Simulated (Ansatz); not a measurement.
Harmonic vibrations of VCl3 by finite differences.

```yaml
crystal:
  periodic: [false, false, false]
  atoms:
    - {symbol: V, position_ang: [0.055107, -0.000574, -0.000017]}
    - {symbol: Cl, position_ang: [2.207134, -0.029067, 0.012683]}
    - {symbol: Cl, position_ang: [-1.107940, 1.820916, -0.016081]}
    - {symbol: Cl, position_ang: [-1.154301, -1.791275, 0.003415]}
basis:
  gaussian: {orbitals: def2-SVP}
magnetization: {spin_polarized: true, initial_magnetization: 2}
hamiltonian: {xc: r2scan, dispersion: d4}
scf: {omitted_lower_state_checks: [starts]}
phonons: {temperatures: {t_min: 298.15, t_max: 900, t_step: 200}}
```

```sh
$ ansatz run in.yaml --threads 2 --pin off --events-out ev --progress --plain --max-ram 4352MiB
```

It prints (some lines left out):

```
Functional definition: r2SCAN
mean field -63242.24232123 eV, -2324.1095381737 hartree, gradient 8.0e-8 eV, S^2 2.034539; 0 other end points of the search recorded, 0 dependent functions left out
mean field -63242.24223208 eV, -2324.1095348976 hartree, gradient 2.0e-6 eV, S^2 2.034578; 0 other end points of the search recorded, 0 dependent functions left out
mean field -63242.24224142 eV, -2324.1095352409 hartree, gradient 2.1e-6 eV, S^2 2.034499; 0 other end points of the search recorded, 0 dependent functions left out
mean field -63242.24226550 eV, -2324.1095361257 hartree, gradient 1.7e-6 eV, S^2 2.034539; 0 other end points of the search recorded, 0 dependent functions left out
mean field -63242.24224821 eV, -2324.1095354903 hartree, gradient 1.8e-6 eV, S^2 2.034540; 0 other end points of the search recorded, 0 dependent functions left out
mean field -63242.24231939 eV, -2324.1095381060 hartree, gradient 3.5e-6 eV, S^2 2.034539; 0 other end points of the search recorded, 0 dependent functions left out
mean field -63242.24231761 eV, -2324.1095380408 hartree, gradient 3.5e-6 eV, S^2 2.034539; 0 other end points of the search recorded, 0 dependent functions left out
mean field -63242.24228380 eV, -2324.1095367981 hartree, gradient 1.5e-6 eV, S^2 2.034633; 0 other end points of the search recorded, 0 dependent functions left out
mean field -63242.24226154 eV, -2324.1095359801 hartree, gradient 1.6e-6 eV, S^2 2.034445; 0 other end points of the search recorded, 0 dependent functions left out
mean field -63242.24232040 eV, -2324.1095381431 hartree, gradient 5.5e-6 eV, S^2 2.034537; 0 other end points of the search recorded, 0 dependent functions left out
mean field -63242.24231889 eV, -2324.1095380879 hartree, gradient 5.6e-6 eV, S^2 2.034540; 0 other end points of the search recorded, 0 dependent functions left out
mean field -63242.24232061 eV, -2324.1095381508 hartree, gradient 4.2e-6 eV, S^2 2.034539; 0 other end points of the search recorded, 0 dependent functions left out
mean field -63242.24232117 eV, -2324.1095381716 hartree, gradient 4.2e-6 eV, S^2 2.034538; 0 other end points of the search recorded, 0 dependent functions left out
mean field -63242.24230624 eV, -2324.1095376228 hartree, gradient 7.9e-6 eV, S^2 2.034473; 0 other end points of the search recorded, 0 dependent functions left out
mean field -63242.24230524 eV, -2324.1095375860 hartree, gradient 7.3e-6 eV, S^2 2.034604; 0 other end points of the search recorded, 0 dependent functions left out
mean field -63242.24228865 eV, -2324.1095369765 hartree, gradient 1.8e-6 eV, S^2 2.034640; 0 other end points of the search recorded, 0 dependent functions left out
mean field -63242.24228647 eV, -2324.1095368961 hartree, gradient 1.7e-6 eV, S^2 2.034437; 0 other end points of the search recorded, 0 dependent functions left out
mean field -63242.24232063 eV, -2324.1095381517 hartree, gradient 6.3e-6 eV, S^2 2.034538; 0 other end points of the search recorded, 0 dependent functions left out
mean field -63242.24232126 eV, -2324.1095381747 hartree, gradient 6.4e-6 eV, S^2 2.034539; 0 other end points of the search recorded, 0 dependent functions left out
mean field -63242.24229770 eV, -2324.1095373092 hartree, gradient 8.3e-6 eV, S^2 2.034471; 0 other end points of the search recorded, 0 dependent functions left out
mean field -63242.24231160 eV, -2324.1095378197 hartree, gradient 7.8e-6 eV, S^2 2.034607; 0 other end points of the search recorded, 0 dependent functions left out
mean field -63242.24227809 eV, -2324.1095365883 hartree, gradient 1.7e-6 eV, S^2 2.034439; 0 other end points of the search recorded, 0 dependent functions left out
mean field -63242.24229907 eV, -2324.1095373592 hartree, gradient 1.9e-6 eV, S^2 2.034639; 0 other end points of the search recorded, 0 dependent functions left out
mean field -63242.24232066 eV, -2324.1095381528 hartree, gradient 6.4e-6 eV, S^2 2.034539; 0 other end points of the search recorded, 0 dependent functions left out
mean field -63242.24232124 eV, -2324.1095381742 hartree, gradient 6.2e-6 eV, S^2 2.034538; 0 other end points of the search recorded, 0 dependent functions left out
Total energy: -63242.27398177 eV, -2324.1107016770 hartree
Atom 0 at     0.055107    -0.000574    -0.000017 Å, force    -0.001835     0.003461     0.000355 eV/Å
Atom 1 at     2.207134    -0.029067     0.012683 Å, force     0.001397     0.000340    -0.000130 eV/Å
Atom 2 at    -1.107940     1.820916    -0.016081 Å, force     0.001679    -0.001872    -0.000105 eV/Å
Atom 3 at    -1.154301    -1.791275     0.003415 Å, force    -0.001242    -0.001929    -0.000120 eV/Å
Dipole moment:     0.111310    -0.001592     0.000291 e Å
Vibrations: 83.04 94.56 112.94 356.98 461.73 506.63 cm⁻¹, zero-point energy 0.100172 eV
Checks for a lower state left out: starts
```

Run time 45 s (2 threads of AMD EPYC 9R45 on a shared host).
